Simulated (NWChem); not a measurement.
Everything below was run with NWChem. System: C$_{3}$H$_{7}$Si, charge 0, spin multiplicity 2, at a geometry optimised with UB3LYP/def2-SVP. The structure started from a generated list of species. Its SCF solution wasn't tested for a lower state. Level: G0W0@UHF/def2-TZVP, RI basis def2-tzvp-rifit.

Part of the output:

```
             Northwest Computational Chemistry Package (NWChem) 7.3.0
             --------------------------------------------------------

                                NWChem Input Module
                                -------------------

 Scaling coordinates for geometry "geometry" by  1.889725989
 (inverse scale =  0.529177249)

 Turning off AUTOSYM since
 SYMMETRY directive was detected!

                             Geometry "geometry" -> ""
                             -------------------------

 Output coordinates in angstroms (scale by  1.889725989 to convert to a.u.)

  No.       Tag          Charge          X              Y              Z
 ---- ---------------- ---------- -------------- -------------- --------------
    1 C                    6.0000    -1.13611500     0.54804600     0.00000000
    2 C                    6.0000    -0.99917100    -0.95888600     0.00000000
    3 C                    6.0000     0.56432400    -1.10842300     0.00000000
    4 Si                  14.0000     0.70653700     0.80275300     0.00000000
    5 H                    1.0000    -2.08285100     1.09583000     0.00000000
    6 H                    1.0000    -1.47688200    -1.43430600    -0.88113800
    7 H                    1.0000    -1.47688200    -1.43430600     0.88113800
    8 H                    1.0000     0.95897800    -1.62201000     0.88975100
    9 H                    1.0000     0.95897800    -1.62201000    -0.88975100
   10 H                    1.0000     1.32645700     1.44692300     1.20213300
   11 H                    1.0000     1.32645700     1.44692300    -1.20213300

 Effective nuclear repulsion energy (a.u.)     157.8205160883

            Nuclear Dipole moment (a.u.)
            ----------------------------
        X                 Y               Z
 ---------------- ---------------- ----------------
     0.0000018897     0.0000151178     0.0000000000

      Symmetry information
      --------------------

 Group name             Cs
 Group number              2
 Group order               2
 No. of unique centers     8

      Symmetry unique atoms

     1    2    3    4    5    6    8   10


 Summary of "ao basis" -> "" (spherical)
 ------------------------------------------------------------------------------
       Tag                 Description            Shells   Functions and Types
 ---------------- ------------------------------  ------  ---------------------
 *                         def2-tzvp                  on all atoms
[...]
      <S2> =      0.7645 (Exact =     0.7500)

 center of mass
 --------------
 x =   0.01186013 y =   0.05554486 z =   0.00000000

 moments of inertia (a.u.)
 ------------------
         243.909779509039         -53.839917488145           0.000000000000
         -53.839917488145         233.891467472038           0.000000000000
           0.000000000000           0.000000000000         434.423343981190

     Multipole analysis of the density
     ---------------------------------

     L   x y z        total         alpha         beta         nuclear
     -   - - -        -----         -----         ----         -------
     0   0 0 0     -0.000000    -20.000000    -19.000000     39.000000

     1   1 0 0     -0.129483      0.945120     -1.074605      0.000002
     1   0 1 0     -0.155803     -0.531849      0.376031      0.000015
     1   0 0 1      0.000000     -0.000000      0.000000      0.000000

     2   2 0 0    -25.010086    -80.579310    -75.463752    131.032977
     2   1 1 0     -0.602534    -15.535250    -16.784919     31.717635
     2   1 0 1     -0.000000     -0.000000     -0.000000      0.000000
     2   0 2 0    -25.636367    -82.727890    -80.310888    137.402410
     2   0 1 1      0.000000      0.000000     -0.000000      0.000000
     2   0 0 2    -25.753858    -25.009850    -22.264561     21.520553

 Task  times  cpu:       61.3s     wall:       61.3s

                                NWChem Input Module
                                -------------------

                                 NWChem GW Module
                                 ----------------

                             ***********************
                             ***        GW       ***
                             ***********************

 Summary of "ri basis" -> "ri basis" (spherical)
 ------------------------------------------------------------------------------
       Tag                 Description            Shells   Functions and Types
 ---------------- ------------------------------  ------  ---------------------
 C                      def2-tzvp-rifit             22       76   8s6p4d3f1g
 Si                     def2-tzvp-rifit             29      113   9s7p6d5f2g
 H                      def2-tzvp-rifit              7       15   4s2p1d

                 Memory Information
                 ------------------
          Available GA per process is          1699.5 MBs
          Available stack per process is        700.0 MBs
          Available heap per process is         199.9 MBs

          Peak memory in Initialization
              Peak GA per process is                 27.0 MBs
              Peak stack per process is               0.4 MBs
              Peak heap per process is               27.3 MBs
              Memory not in MA per process            0.0 MBs

          Peak memory in CDGW Calculation
              Peak GA per process is                 30.0 MBs
              Peak stack per process is               3.1 MBs
              Peak heap per process is                4.9 MBs
              Memory not in MA per process            0.0 MBs

          Computing 2-center integrals
          Computing Inverse Cholesky factor
          Computing 3-center integrals
          Computing Vxc
          Computing Sigma_x
          Computing W(iw) on the imaginary grid
          Solving quasiparticle equations

                  Alpha Orbitals
          State     Energy (eV)     Error (eV)
          -----------------------------------
@GW        17        -12.619           0.003
@GW        18        -12.104           0.004
@GW        19        -11.095           0.003
@GW        20         -9.542           0.004
@GW        21          2.343           0.002
@GW        22          3.019           0.004

                   Beta Orbitals
          State     Energy (eV)     Error (eV)
          -----------------------------------
@GW        16        -12.660           0.003
@GW        17        -12.606           0.004
@GW        18        -11.232           0.002
@GW        19        -10.956           0.005
@GW        20          0.742           0.004
@GW        21          2.408           0.005

     GW Timing Statistics
   ------------------------
   Init.   :          0.1s
     ERIs  :          4.8s
     Distr.:          0.1s
     Vxc   :          5.9s
   Vmo     :          0.0s
   iW      :         10.9s
   I_n     :          0.0s
   R_n     :          0.8s
   GW total:         22.6s

 Task  times  cpu:       22.6s     wall:       22.6s

 Total times  cpu:       84.0s     wall:       84.0s
```

Problem. Write an NWChem input that would produce this output.

Solution. This is not unique; one that fits is 
```
start mol
memory heap 200 mb stack 700 mb global 1700 mb
geometry units angstroms nocenter noautoz
  C     -1.136115     0.548046     0.000000
  C     -0.999171    -0.958886     0.000000
  C      0.564324    -1.108423     0.000000
  Si     0.706537     0.802753     0.000000
  H     -2.082851     1.095830     0.000000
  H     -1.476882    -1.434306    -0.881138
  H     -1.476882    -1.434306     0.881138
  H      0.958978    -1.622010     0.889751
  H      0.958978    -1.622010    -0.889751
  H      1.326457     1.446923     1.202133
  H      1.326457     1.446923    -1.202133
  symmetry group Cs
end
basis spherical
  * library def2-tzvp
end
basis "ri basis" bse spherical
  * library def2-tzvp-rifit
end
dft
  xc hfexch
  odft
  mult 2
  iterations 100
  direct
  tolerances tight
end
task dft energy
gw
  method cdgw
  states alpha occ 4 vir 2
  states beta occ 4 vir 2
end
task dft gw
```
